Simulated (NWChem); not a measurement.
Molecule: BP$_{2}$H$_{5}$O; SMILES OB(P)P

```xyz
9

B      0.4509    -0.0359    -0.0032
O      1.8128    -0.1247    -0.0425
H      2.2623     0.7382    -0.1066
P     -0.5332    -1.7022    -0.0565
H     -1.5773    -1.3054     0.8473
H      0.2417    -2.4060     0.9284
P     -0.5048     1.6534     0.1040
H     -1.5804     1.2824    -0.7717
H      0.2403     2.3579    -0.9094
```
Atoms are numbered in this order, from 1.

Computed with NWChem. Pople sets run with spherical d functions. Geometry: optimised at PBE-D3(BJ)/def2-SVP. B3LYP is NWChem's, with the RPA form of VWN correlation. Static field.

```json
[
 {"level": "PBE/6-31+G*", "isotropic polarisability (bohr³)": "73.3", "anisotropy (bohr³)": "32.5"},
 {"level": "B3LYP/6-31+G*", "isotropic polarisability (bohr³)": "70.6", "anisotropy (bohr³)": "29.5"},
 {"level": "Hartree-Fock/6-31+G*", "isotropic polarisability (bohr³)": "[?]", "anisotropy (bohr³)": "[?]"},
 {"level": "CAM-B3LYP/6-31+G*", "isotropic polarisability (bohr³)": "68.7", "anisotropy (bohr³)": "27.0"}
]
```

Complete the blanks.


- Hartree-Fock/6-31+G*, isotropic polarisability (bohr³): 64.3
- Hartree-Fock/6-31+G*, anisotropy (bohr³): 23.4
